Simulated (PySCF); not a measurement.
Isomers of C3H7ClOSi.

All values: wB97X-D/def2-SVPD (PySCF) at GFN2-xTB geometries, gas phase, one conformer each. Core orbitals are frozen in the response; Δα² is half the sum of the squared differences of the principal polarisabilities.

Task: Rank by HOMO–LUMO gap, highest first.
A. `[CH2:1]=[CH:2][O:3][SiH2:4][CH2:5][Cl:6]` with C1–C2–O3–Si4 180°, C2–O3–Si4–C5 180°, O3–Si4–C5–Cl6 180°
B. `[CH2:1]=[CH:2][CH2:3][O:4][SiH2:5][Cl:6]` with C1–C2–C3–O4 -132°, C2–C3–O4–Si5 -150°, C3–O4–Si5–Cl6 178°
C. `[CH3:1]/[CH:2]=[C:3](\[Cl:4])[O:5][SiH3:6]` with C2–C3–O5–Si6 180°
D. `[CH2:1]=[C:2]([Cl:3])[O:4][SiH2:5][CH3:6]` with C1–C2–O4–Si5 -175°, C2–O4–Si5–C6 65°
E. `[CH2:1]=[CH:2][O:3][Si@H:4]([CH3:5])[Cl:6]` with C1–C2–O3–Si4 -5°, C2–O3–Si4–C5 -64°
F. `[Cl:1][Si@H:2]1[CH2:3][CH2:4][CH2:5][O:6]1` with Cl1–Si2–C3–C4 138°, Si2–C3–C4–C5 -35°, C3–C4–C5–O6 37°, C4–C5–O6–Si2 -19°

Result: F (12.09 eV), B (11.32 eV), E (11.11 eV), A (10.76 eV), D (10.63 eV), C (10.27 eV).

Task: Rank by dipole moment, highest first.
A. `[CH2:1]=[C:2]([Cl:3])[O:4][SiH2:5][CH3:6]` with C1–C2–O4–Si5 -175°, C2–O4–Si5–C6 65°
B. `[CH3:1]/[CH:2]=[C:3](/[Cl:4])[O:5][SiH3:6]` with C2–C3–O5–Si6 180°
C. `[Cl:1][Si@H:2]1[CH2:3][CH2:4][CH2:5][O:6]1` with Cl1–Si2–C3–C4 138°, Si2–C3–C4–C5 -35°, C3–C4–C5–O6 37°, C4–C5–O6–Si2 -19°
D. `[CH2:1]=[CH:2][CH2:3][O:4][SiH2:5][Cl:6]` with C1–C2–C3–O4 -132°, C2–C3–O4–Si5 -150°, C3–O4–Si5–Cl6 178°
E. `[Cl:1][C@@H:2]1[CH2:3][O:4][SiH2:5][CH2:6]1` with Cl1–C2–C3–O4 -164°, C2–C3–O4–Si5 25°, C3–O4–Si5–C6 -3°, O4–Si5–C6–C2 -19°
F. `[CH2:1]=[CH:2][O:3][Si@H:4]([CH3:5])[Cl:6]` with C1–C2–O3–Si4 -5°, C2–O3–Si4–C5 -64°

Result: C (2.54 D), D (2.34 D), F (2.00 D), E (1.53 D), A (1.19 D), B (0.81 D).

All values together:

```
             SMILES  μ (D)  HOMO (eV)  LUMO (eV)  α (Å³)  Δα (Å³)
  C/C=C(/Cl)O[SiH3]   0.81      -8.42       1.75   12.03     5.13
C=C[C@H](Cl)[SiH2]O   1.08      -9.39       1.20   11.92     3.76
      C=CO[SiH2]CCl   1.59      -9.02       1.74   12.03     6.20
    C=CO[Si@H](C)Cl   2.00      -9.10       2.01   11.43     3.67
    C=C(Cl)O[SiH2]C   1.19      -8.75       1.88   11.87     3.87
Cl[C@@H]1CO[SiH2]C1   1.53     -10.12       1.55   11.08     3.94
     Cl[Si@H]1CCCO1   2.54      -9.95       2.13   10.74     2.85
      C=CCO[SiH2]Cl   2.34      -9.74       1.59   11.66     4.38
  C/C=C(\Cl)O[SiH3]   0.41      -8.42       1.85   12.02     5.51
```

Conformers: `[CH3:1]/[CH:2]=[C:3](/[Cl:4])[O:5][SiH3:6]` with C2–C3–O5–Si6 180°; `[CH2:1]=[CH:2][C@H:3]([Cl:4])[SiH2:5][OH:6]` with C1–C2–C3–Cl4 -131°, C2–C3–Si5–O6 63°, C3–Si5–O6–H 45°; `[CH2:1]=[CH:2][O:3][SiH2:4][CH2:5][Cl:6]` with C1–C2–O3–Si4 180°, C2–O3–Si4–C5 180°, O3–Si4–C5–Cl6 180°; `[CH2:1]=[CH:2][O:3][Si@H:4]([CH3:5])[Cl:6]` with C1–C2–O3–Si4 -5°, C2–O3–Si4–C5 -64°; `[CH2:1]=[C:2]([Cl:3])[O:4][SiH2:5][CH3:6]` with C1–C2–O4–Si5 -175°, C2–O4–Si5–C6 65°; `[Cl:1][C@@H:2]1[CH2:3][O:4][SiH2:5][CH2:6]1` with Cl1–C2–C3–O4 -164°, C2–C3–O4–Si5 25°, C3–O4–Si5–C6 -3°, O4–Si5–C6–C2 -19°; `[Cl:1][Si@H:2]1[CH2:3][CH2:4][CH2:5][O:6]1` with Cl1–Si2–C3–C4 138°, Si2–C3–C4–C5 -35°, C3–C4–C5–O6 37°, C4–C5–O6–Si2 -19°; `[CH2:1]=[CH:2][CH2:3][O:4][SiH2:5][Cl:6]` with C1–C2–C3–O4 -132°, C2–C3–O4–Si5 -150°, C3–O4–Si5–Cl6 178°; `[CH3:1]/[CH:2]=[C:3](\[Cl:4])[O:5][SiH3:6]` with C2–C3–O5–Si6 180°.
